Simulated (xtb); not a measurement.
xtb input (GFN1-xTB):

```bash
xtb mol.xyz --gfn 1 --sp --chrg -1 --uhf 0
```
mol.xyz:
```
5

Si    -1.18570912     0.14764476    -0.01563206
Si     1.00481334    -0.04033968     0.00841917
H     -1.32550406    -1.38275470     0.07066875
H      1.90470915    -1.24441151     0.08247083
H      1.95333576     1.12489513    -0.05215915
```

Output:

```
           -------------------------------------------------
          |                Calculation Setup                |
           -------------------------------------------------

           -------------------------------------------------
          |                 G F N 1 - x T B                 |
           -------------------------------------------------

        Reference                      10.1021/acs.jctc.7b00118
      * Hamiltonian:
        H0-scaling (s, p, d)           1.850000    2.250000    2.000000
        zeta-weighting                 0.000000
      * Dispersion:
        s8                             2.400000
        a1                             0.630000
        a2                             5.000000
        s9                             0.000000
      * Repulsion:
        kExp                           1.500000
        rExp                           1.000000
      * Coulomb:
        alpha                          2.000000
        third order                    atomic
        anisotropic                    false
      * Halogen bond correction:
        rad-scale                      1.300000
        damping                        0.440000

          ...................................................
          :                      SETUP                      :
          :.................................................:
          :  # basis functions                  26          :
          :  # atomic orbitals                  24          :
          :  # shells                           12          :
          :  # electrons                        12          :
          :  # halogen bonds                     0          :
          :  max. iterations                   250          :
          :  Hamiltonian                  GFN1-xTB          :
          :  restarted?                      false          :
          :  GBSA solvation                  false          :
          :  PC potential                    false          :
          :  electronic temp.          300.0000000     K    :
          :  accuracy                    1.0000000          :
          :  -> integral cutoff          0.2500000E+02      :
          :  -> integral neglect         0.1000000E-07      :
          :  -> SCF convergence          0.1000000E-05 Eh   :
          :  -> wf. convergence          0.2000000E-04 e    :
          :  Broyden damping             0.4000000          :
          :  net charge                         -1          :
          :  unpaired electrons                  0          :
          ...................................................

 iter      E             dE          RMSdq      gap      omega  full diag
   1     -5.4780762 -0.547808E+01  0.678E+00    2.10       0.0  T
   2     -5.5132980 -0.352218E-01  0.481E+00    2.17       1.0  T
   3     -5.7095603 -0.196262E+00  0.560E+00    3.16       1.0  T
   4     -5.4829043  0.226656E+00  0.251E+00    1.98       1.0  T
   5     -5.4697200  0.131843E-01  0.139E+00    2.05       1.0  T
   6     -5.4708139 -0.109385E-02  0.834E-01    2.06       1.0  T
   7     -5.4723456 -0.153176E-02  0.117E+00    1.97       1.0  T
   8     -5.4665707  0.577489E-02  0.202E-01    1.99       1.0  T
   9     -5.4670408 -0.470096E-03  0.366E-01    1.98       1.0  T
  10     -5.4665757  0.465106E-03  0.164E-01    2.01       1.0  T
  11     -5.4664428  0.132948E-03  0.231E-02    2.00       1.9  T
  12     -5.4664404  0.241095E-05  0.604E-03    2.00       7.4  T
  13     -5.4664404 -0.826869E-07  0.441E-03    2.00      10.1  T
  14     -5.4664404  0.865695E-07  0.652E-04    2.00      68.6  T
  15     -5.4664404  0.339528E-09  0.390E-04    2.00     114.8  T
  16     -5.4664404  0.513950E-09  0.729E-05    2.00     613.2  T
  17     -5.4664404  0.228750E-10  0.158E-06    2.00   28290.1  T

   *** convergence criteria satisfied after 17 iterations ***

         #    Occupation            Energy/Eh            Energy/eV
      -------------------------------------------------------------
         1        2.0000           -0.4767505             -12.9730
         2        2.0000           -0.4133480             -11.2478
         3        2.0000           -0.3357081              -9.1351
         4        2.0000           -0.2990785              -8.1383
         5        2.0000           -0.2488363              -6.7712
         6        2.0000           -0.2201582              -5.9908 (HOMO)
         7                         -0.1468017              -3.9947 (LUMO)
         8                         -0.0991161              -2.6971
         9                         -0.0509451              -1.3863
        10                         -0.0288966              -0.7863
        11                          0.0018630               0.0507
       ...                                ...                  ...
        24                          2.0581474              56.0050
      -------------------------------------------------------------
                  HL-Gap            0.0733565 Eh            1.9961 eV
             Fermi-level           -0.1834799 Eh           -4.9927 eV

 SCC (total)                   0 d,  0 h,  0 min,  0.006 sec
 SCC setup                      ...        0 min,  0.000 sec (  2.774%)
 Dispersion                     ...        0 min,  0.000 sec (  0.893%)
 classical contributions        ...        0 min,  0.000 sec (  0.375%)
 integral evaluation            ...        0 min,  0.001 sec ( 21.792%)
 iterations                     ...        0 min,  0.003 sec ( 46.817%)
 molecular gradient             ...        0 min,  0.001 sec ( 25.358%)
 printout                       ...        0 min,  0.000 sec (  1.775%)

         :::::::::::::::::::::::::::::::::::::::::::::::::::::
         ::                     SUMMARY                     ::
         :::::::::::::::::::::::::::::::::::::::::::::::::::::
         :: total energy              -5.427645642767 Eh    ::
         :: gradient norm              0.038178558519 Eh/a0 ::
         :: HOMO-LUMO gap              1.996132412820 eV    ::
         ::.................................................::
         :: SCC energy                -5.466440358578 Eh    ::
         :: -> electrostatic           0.052033752201 Eh    ::
         :: repulsion energy           0.040179241932 Eh    ::
         :: dispersion energy         -0.001384526121 Eh    ::
         :: halogen bond corr.         0.000000000000 Eh    ::
         :: add. restraining           0.000000000000 Eh    ::
         :: total charge              -1.000000000000 e     ::
         :::::::::::::::::::::::::::::::::::::::::::::::::::::

           -------------------------------------------------
          |                Property Printout                |
           -------------------------------------------------

    * Orbital Energies and Occupations

         #    Occupation            Energy/Eh            Energy/eV
      -------------------------------------------------------------
         1        2.0000           -0.4767505             -12.9730
         2        2.0000           -0.4133480             -11.2478
         3        2.0000           -0.3357081              -9.1351
         4        2.0000           -0.2990785              -8.1383
         5        2.0000           -0.2488363              -6.7712
         6        2.0000           -0.2201582              -5.9908 (HOMO)
         7                         -0.1468017              -3.9947 (LUMO)
         8                         -0.0991161              -2.6971
         9                         -0.0509451              -1.3863
        10                         -0.0288966              -0.7863
        11                          0.0018630               0.0507
        12                          0.0051835               0.1410
Note: The following floating-point exceptions are signalling: IEEE_DENORMAL
normal termination of xtb
        13                          0.0430713               1.1720
        14                          0.0747550               2.0342
        15                          0.0897159               2.4413
        16                          0.1037831               2.8241
        17                          0.1099033               2.9906
       ...                                ...                  ...
        24                          2.0581474              56.0050
      -------------------------------------------------------------
                  HL-Gap            0.0733565 Eh            1.9961 eV
             Fermi-level           -0.1834799 Eh           -4.9927 eV

  Mulliken/CM5 charges         n(s)   n(p)   n(d)
     1Si   -0.43857 -0.50975   1.610  2.603  0.225
     2Si   -0.55735 -0.71299   1.388  2.764  0.406
     3H    -0.01248  0.06110   1.012  0.000  0.000
     4H     0.00430  0.08070   0.996  0.000  0.000
     5H     0.00410  0.08095   0.996  0.000  0.000

Wiberg/Mayer (AO) data.
largest (>0.10) Wiberg bond orders for each atom

 ---------------------------------------------------------------------------
     #   Z sym  total        # sym  WBO       # sym  WBO       # sym  WBO
 ---------------------------------------------------------------------------
     1  14 Si   3.280 --     2 Si   2.278     3 H    0.900
     2  14 Si   4.246 --     1 Si   2.278     5 H    0.937     4 H    0.927
                             3 H    0.105
     3   1 H    1.010 --     1 Si   0.900     2 Si   0.105
     4   1 H    0.997 --     2 Si   0.927
     5   1 H    0.997 --     2 Si   0.937
 ---------------------------------------------------------------------------

Topologies differ in total number of bonds
Writing topology from bond orders to xtbtopo.mol

 dipole moment from electron density (au)
     X       Y       Z
   0.2087  -0.1697   0.0109  total (Debye):    0.684

           -------------------------------------------------
          | TOTAL ENERGY               -5.427645642767 Eh   |
          | GRADIENT NORM               0.038178558519 Eh/α |
          | HOMO-LUMO GAP               1.996132412820 eV   |
           -------------------------------------------------

------------------------------------------------------------------------
------------------------------------------------------------------------
 total:
 SCF:
```

It need not be the lowest isomer of its formula. Whether it binds its extra electron was not tested at this geometry.
